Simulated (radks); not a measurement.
Values are calculated unless marked as measured or tabulated.
Isoelectronic series with 16 electrons, all held in the configuration [Ne] 3s2 3p4, which need not be the ground one along the series. Code: a radial shooting solver on a logarithmic mesh with Libxc functionals. Model: scalar-relativistic Kohn-Sham, PBE, spin-polarised, spherical densities, point nucleus; open shells are filled with parallel spins first. Total energies (hartree) and mean radii <r> (bohr):

\begin{tabular}{lrrrr}
ion & E (hartree) & 3p down & 3p up & 3s down \\ \hline
S & -399.07715 & 2.119 & 2.043 & 1.702 \\
Cl+ & -460.96189 & 1.727 & 1.692 & 1.495 \\
Ar2+ & -527.63187 & 1.479 & 1.458 & 1.334 \\
K3+ & -599.08322 & 1.302 & 1.288 & 1.205 \\
Ca4+ & -675.31841 & 1.166 & 1.156 & 1.099 \\
Sc5+ & -756.34348 & 1.058 & 1.050 & 1.012 \\
Ti6+ & -842.16683 & 0.9695 & 0.9633 & 0.9371 \\
V7+ & -932.79866 & 0.8954 & 0.8903 & 0.8732 \\
Cr8+ & -1028.25056 & 0.8322 & 0.8280 & 0.8175 \\
Mn9+ & -1128.53537 & 0.7777 & 0.7741 & 0.7687 \\
Fe10+ & -1233.66698 & 0.7300 & 0.7270 & 0.7254 \\
Co11+ & -1343.66031 & 0.6881 & 0.6854 & 0.6867 \\
Ni12+ & -1458.53124 & 0.6507 & 0.6484 & 0.6520 \\
Cu13+ & -1578.29656 & 0.6173 & 0.6152 & 0.6206 \\
\end{tabular}
